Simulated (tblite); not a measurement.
Compound: C7H9FGe.
SMILES with atom numbers: `[CH2:1]=[C:2]([F:3])[Ge@H:4]1[CH:5]=[CH:6][CH:7]=[C:8]1[CH3:9]` (hydrogens: H10, H11 on C1; H12 on Ge4; H13 on C5; H14 on C6; H15 on C7; H16, H17, H18 on C9)

Cartesian coordinates in Å at the GFN2-xTB level; atoms count from 1:
```
atom  x, y, z in Å
C1     3.292    0.079   -0.028
C2     2.062   -0.220    0.344
F3     1.798   -0.446    1.654
Ge4    0.440   -0.391   -0.756
C5    -0.581   -2.029   -0.439
C6    -1.747   -1.691    0.121
C7    -2.022   -0.276    0.349
C8    -1.094    0.615   -0.016
C9    -1.200    2.090    0.156
H10    3.506    0.260   -1.065
H11    4.105    0.150    0.678
H12    0.841   -0.083   -2.183
H13   -0.300   -3.049   -0.636
H14   -2.496   -2.416    0.413
H15   -2.962    0.004    0.805
H16   -1.087    2.593   -0.805
H17   -2.160    2.368    0.588
H18   -0.404    2.448    0.808
```

Calculated harmonic vibrations of the isolated species, GFN2-xTB (tblite), most abundant isotopes, no scaling. Errors from tens to a few hundred cm⁻¹ against measured bands are possible. Modes of hydrogen on germanium can be 10 to 20 % off. One conformer, not necessarily the lowest.

Harmonic wavenumbers (cm⁻¹): 33.0, 53.6, 64.7, 105.4, 186.5, 226.7, 245.6, 299.8, 351.1, 374.5, 384.6, 419.0, 501.9, 549.3, 558.7, 590.2, 641.8, 726.0, 730.8, 754.1, 859.7, 875.2, 907.2, 917.8, 979.9, 1017.7, 1042.0, 1090.5, 1124.0, 1176.1, 1239.1, 1294.1, 1357.7, 1396.7, 1470.1, 1475.4, 1564.3, 1641.9, 1669.6, 1905.9, 2985.5, 3000.9, 3013.7, 3046.4, 3056.2, 3092.3, 3096.6, 3145.7.

A = 1798, B = 971.1, C = 845.5 MHz; mass 185.990 u (most abundant isotopes); point group C1, symmetry number 1.

Q: Zero-point energy?

A: Half the sum of the wavenumbers: 28620 cm⁻¹ = 342.37 kJ/mol.

Q: Entropy at 400 K, 1 bar (ideal gas, RRHO, classical rotation)?

A: Translation 180.14, rotation 128.21, vibration 189.34: S = 497.7 J/(mol K).

Q: And Cp and H(400 K) − H(0)?

A: Cp = 213.61 J/(mol K), of which vibrations give 180.36 (their classical limit is 48 R = 399.1); H(400 K) − H(0) = 51.27 kJ/mol without the zero-point energy, 37.96 from vibrations.

Q: How do the functions run with temperature in this model?

A: 
```csv
T (K),S (J/(mol K)),Cp (J/(mol K)),H − H(0) (kJ/mol),G − H(0) (kJ/mol),ln q(vib)
50,260.1,60.4,2.31,-10.69,0.96
100,308.7,82.9,5.88,-24.99,2.51
298.15,440.9,173.9,31.47,-99.97,8.42
373.15,483.2,203.8,45.66,-134.64,10.59
500,548.9,245.6,74.28,-200.17,14.17
750,660.0,301.7,143.27,-351.75,20.81
1000,752.1,337.4,223.46,-528.60,26.83
```

q(vib) and H(0) count from the zero-point level.

Q: Which modes carry the vibrational entropy at 400 K?

A: 33.0 cm⁻¹: 26.04; 53.6 cm⁻¹: 22.01; 64.7 cm⁻¹: 20.45; 105.4 cm⁻¹: 16.43; 186.5 cm⁻¹: 11.79; 226.7 cm⁻¹: 10.24 J/(mol K); the other 42 give 82.38 together.

Q: Blend soft modes into free rotors: weight 1/[1 + (100 cm⁻¹/ν̃)⁴] for the oscillator and the rest for a rotor with moment μB/(μ + B), μ = h/(8π²ν), B = 10⁻⁴⁴ kg m². What vibrational entropy results?

A: 169.10 J/(mol K) in place of 189.34, which changes −T·S at 400 K by +8.09 kJ/mol.

Q: What must be added to the electronic energy to get the Gibbs energy at 400 K and 1 bar?

A: ZPE + [H(400 K) − H(0)] − T·S = 342.37 + 51.27 − 199.07 = 194.57 kJ/mol.

Hindered rotation and anharmonicity are outside this model. Other conformers, if any are populated, would add a mixing term that is left out. The structure is chiral; the term R ln 2 for an equal mix with its mirror image is left out.

Time: 3.0 s wall, 2.1 s CPU. Hardware: an Intel Xeon at 2.50 GHz with one thread, on a shared host. The figure is for the frequency step alone.
